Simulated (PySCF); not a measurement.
C₆ coefficients of unlike pairs at PBE0

Calculated with PySCF 2.14 from the dipole response of each species, C₆(A,B) = (3/π) ∫ α_A(iu) α_B(iu) du, in atomic units, from isotropic polarisabilities. For ions this is the dispersion term alone; charge-induced terms of lower order in 1/R come first.

```
species   configuration                                                                 basis      relativity  α (bohr³)  C₆ (like pair)
   Cd³⁺   [Kr] 4d9 (2D)                               aug-cc-pVDZ-PP with ECP28MDF (5s5p4d2f)  core potential      3.477           15.31
   Be²⁺        1s2 (1S)                                             aug-cc-pCVQZ (9s8p6d4f2g)            none    0.05412         0.01171
    V³⁺   [Ar] 3d2 (3F)                                             def2-QZVPPD (11s6p5d3f2g)            none      2.185           5.538
   Cd²⁺  [Kr] 4d10 (1S)  def2-QZVPPD with the def2 core potential (28 electrons) (7s5p4d4f2g)  core potential      5.389           27.10
```

(1) Estimate C₆ for V³⁺ with Cd³⁺.

No spin-orbit coupling is included.

The other pairs:

| pair | C₆ |
| --- | --- |
| Be²⁺, Cd³⁺ | 0.3747 |
| Cd²⁺, Be²⁺ | 0.4705 |
| Cd²⁺, Cd³⁺ | 20.22 |
| V³⁺, Be²⁺ | 0.2226 |
| Cd²⁺, V³⁺ | 12.20 |

## Answers

(1) The integral gives 9.202. The combination rule 2 C_A C_B / (C_A α_B/α_A + C_B α_A/α_B) gives 9.199 and the geometric mean 9.208.
